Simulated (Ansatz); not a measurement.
`CC(C)B(O)O` and `C[CH](C)[Al]([OH])[OH]` differ in one element.

Ansatz, PBE0-D4/def2-TZVP geometries, multiplicity 1. Each molecule was computed in one conformer, which needn't be the lowest.

```json
{"property": "size of the dipole moment (PBE/def2-TZVPP) / D", "`CC(C)B(O)O`": "1.18"}
{"property": "HOMO–LUMO gap (B3LYP/def2-TZVPP) / eV", "`CC(C)B(O)O`": "8.47"}
{"property": "HOMO–LUMO gap (ωB97M-V/def2-TZVPP) / eV", "`CC(C)B(O)O`": "12.70"}
{"property": "size of the dipole moment (B3LYP/def2-TZVPP) / D", "`CC(C)B(O)O`": "1.25"}
{"property": "LUMO energy (B3LYP/def2-TZVPP) / eV", "`CC(C)B(O)O`": "0.31"}
{"property": "size of the dipole moment (ωB97M-V/def2-TZVPP) / D", "`CC(C)B(O)O`": "1.25"}
```

Task: Give the same properties after the change, and the shifts. (Best estimate.)

Result: Computed: 
```tsv
property	`C[CH](C)[Al]([OH])[OH]`	shift
size of the dipole moment (PBE/def2-TZVPP) / D	1.57	0.39
HOMO–LUMO gap (B3LYP/def2-TZVPP) / eV	6.73	-1.74
HOMO–LUMO gap (ωB97M-V/def2-TZVPP) / eV	10.94	-1.76
size of the dipole moment (B3LYP/def2-TZVPP) / D	1.67	0.42
LUMO energy (B3LYP/def2-TZVPP) / eV	-0.48	-0.79
size of the dipole moment (ωB97M-V/def2-TZVPP) / D	1.71	0.46
```

With PBE0 the HOMO rises by 0.93 eV and the LUMO falls by 0.81 eV, so the gap narrows by about 1.74 eV. PBE moves the HOMO by 0.75 eV and ωB97M-V by 1.02 eV. Dipoles are sizes alone; their direction can turn.

Positive LUMOs are unbound, so they and the gaps depend on the basis.

B3LYP here is the variant with VWN-RPA as its local correlation; programs differ in this.
